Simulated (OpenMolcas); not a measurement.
**Multiplet structure of Ni3+**

```yaml
Program: OpenMolcas
Method: RASSCF
Basis: ANO-RCC-VQZP [7s6p4d3f2g1h]
Scalar_Hamiltonian: DKH2, point nucleus
Active_space: 13 electrons in 8 orbitals (RAS1 3p, at most 2 holes; RAS2 3d)
State_averaging: 2S+1 = 4 even, 10 roots; 2S+1 = 2 even, 40 roots
Spin-orbit_coupling: state interaction with AMFI integrals over the reference wave functions, term energies averaged over their components
```

With spin-orbit coupling, above the lowest level:

```tsv
Configuration	Term	J	E (eV)	Measured (eV)	g	Term weight %
3d⁷	⁴F	9/2	0.0000	0.0000	1.333	100
3d⁷	⁴F	7/2	0.1437	0.1475	1.238	100
3d⁷	⁴F	5/2	0.2481	0.2532	1.029	100
3d⁷	⁴F	3/2	0.3192	0.3250	0.400	100
3d⁷	⁴P	5/2	2.5113	2.2464	1.599	99
3d⁷	⁴P	3/2	2.5499	2.2772	1.712	94
3d⁷	⁴P	1/2	2.6228	2.3505	2.627	98
3d⁷	²G	9/2	2.7366	2.4586	1.109	98
3d⁷	²G	7/2	2.8706	2.5972	0.889	100
3d⁷	²P	3/2	3.2615	2.9321	1.261	78
3d⁷	²P	1/2	3.4154	3.0564	0.709	98
3d⁷	²D(1)	5/2	3.5269	3.3595	1.202	99
3d⁷	²D(1)	3/2	3.7666	3.5680	0.894	82
3d⁷	²H	11/2	3.8239	3.3041	1.091	100
3d⁷	²H	9/2	3.9432	3.4316	0.912	98
3d⁷	²F	5/2	6.0943	5.3856	0.858	100
3d⁷	²F	7/2	6.1553	5.4378	1.143	100
3d⁷	²D(2)	3/2	9.0644	8.3516	0.800	100
3d⁷	²D(2)	5/2	9.1504	8.4297	1.200	100
```

Against the 18 measured excited levels shown (Corliss and Sugar, J. Phys. Chem. Ref. Data 10, 197 (1981)) the mean absolute deviation is 2800 cm-1; the largest miss in energy is 3d⁷ ²D_5/2(2): computed 9.1504, measured 8.4297 eV (+8.5 %), and the largest in proportion 3d⁷ ²H_11/2 (+15.7 %).

Spin-orbit coupling puts the lowest level 0.1461 eV below the lowest spin-free term.

For ⁴F the intervals divided by the larger J are -229.4, -240.6, -257.5 cm-1. Landé's interval rule makes them equal in pure LS coupling; they differ by 12 % of their mean. The multiplet is inverted.

Without dynamic correlation excited terms often stand tens of per cent too high (terms of higher spin than the ground term too low), and those without a measured partner can miss by more than the paired ones. Active for correlation alone: 3p; no level in the range computed is led by a configuration that opens it, so any true level of that kind is missing. Measured partners are found by configuration, term and J. A level has none where our copy of the source lacks it or the pairing is in doubt (some pairs that miss far off the trend of their configuration count as doubtful), and it then counts in no deviation. Only configurations of the active space appear. The first state left out of the spin-orbit step lies near 1.1e+06 cm-1 above the lowest spin-free state of the reference (among the parities and spins computed), and the list stops at four fifths of that energy or lower.

The term weight is that of the spin-free term in the level, not the purity of its configuration. A number in round brackets counts repeated terms of one configuration in the order of the reference energies.
